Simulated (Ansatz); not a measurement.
Stretching the Sb1–Sb2 bond in Sb2 (multiplicity 1 held). Energies count from the point at 2.488 Å.


Unrestricted levels (U-) break spin symmetry where that is lower. Active spaces are followed from rest. Levels need not reach the same state.

Correlated levels freeze the cores. Filled d and f shells under p-block atoms count as core.

The values were computed with Ansatz (an electronic-structure program) with Gaussian orbitals.  In def2 rows elements past Kr take small-core potentials, without spin–orbit coupling.

Energies in eV.

| R (Å) | U-CCSD(T)/def2-SVP | SC-NEVPT2 on CASSCF(10,8)/def2-SVP | FIC-NEVPT4(SD) on CASSCF(10,8)/def2-SVP | FIC-MRCISD+Q on CASSCF(10,8)/def2-SVP |
|---|---|---|---|---|
| 1.990 | 5.25 | 5.42 | 5.44 | 5.43 |
| 2.239 | 1.04 | 1.15 | 1.16 | 1.15 |
| 2.488 | 0.00 | 0.00 | 0.00 | 0.00 |
| 2.737 | 0.20 | 0.11 | 0.10 | 0.10 |
| 2.986 | 0.68 | 0.61 | 0.58 | 0.59 |
| 3.359 | 1.26 | 1.32 | 1.26 | 1.28 |
| 3.732 | 1.59 | 1.73 | 1.66 | 1.68 |
| 4.354 | 1.77 | 2.00 | 1.92 | 1.94 |
| 4.976 | 1.82 | 2.07 | 1.99 | 2.01 |
| 5.722 | 1.83 | 2.09 | 2.02 | 2.03 |
| 6.718 | 1.84 | 2.10 | 2.02 | 2.04 |
| 7.962 | 1.84 | 2.10 | 2.02 | 2.04 |
| 9.952 | 1.84 | 2.10 | 2.02 | 2.04 |

Doubts at one or more of the structures used: a spin-contaminated determinant (U-CCSD(T)/def2-SVP); T1 above 0.05 (U-CCSD(T)/def2-SVP); the program's own flag: large difference (U-CCSD(T)/def2-SVP).
